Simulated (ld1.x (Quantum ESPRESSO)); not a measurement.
# What one change does to a pseudopotential (boron, RRKJ)

```json
{"Element": "boron (B)", "Generator": "ld1.x (Quantum ESPRESSO) 7.5", "Type": "norm-conserving RRKJ (Kleinman–Bylander form)", "Functional": "PBE", "Relativity": "scalar-relativistic", "Frozen core": "[He]", "Valence charge": "3", "Reference configuration": "2s2 2p0 (charge +1)", "Partial waves": "2s (bound): rc 1.55 bohr; 2p (bound, empty): rc 2.85 bohr", "Local potential": "all-electron potential smoothed inside 2.65 bohr (lloc = -2)", "Core correction": "none", "rho0": "0.01"}
```

All-electron outer shells of the reference configuration (PBE, scalar-relativistic, ld1.x):

| shell | level (eV) | outermost node (bohr) | outermost maximum (bohr) |
| --- | --- | --- | --- |
| 2s | -19.51 | 0.46 | 1.44 |
| 2p | -13.36 | – | 1.41 |

Change: reference 2s2 2p0.75.

Cutoffs: the cutoffs (Ry, on a coarse ladder) from which the occupation-weighted sum of valence levels, in a spherical-Bessel basis at the reference potential, stays within 10 and 1 mRy of its value at 400 Ry; they do not see the model core or the augmentation charge, which bear on the density cutoff. Errors are all-electron minus pseudo energies relative to the spin-unpolarised reference configuration.

Q: What does the change do?

A: The potential gets softer (30 Ry and 40 Ry → 25 Ry and 35 Ry); neither file shows a bound ghost.

| quantity | base | changed |
| --- | --- | --- |
| cutoff, loose | 30 Ry | 25 Ry |
| cutoff, tight | 40 Ry | 35 Ry |
| bound ghosts | none | none |
| largest error over its own tests, meV | +162 | +249 |
| s: phases at 3.11 bohr within 0.05 rad from the reference energy up to (Ry; the scan ends near 5) | 0.2 | 0.7 |
| p: phases at 3.11 bohr within 0.05 rad from the reference energy up to (Ry; the scan ends near 5) | 0.1 | 0.6 |
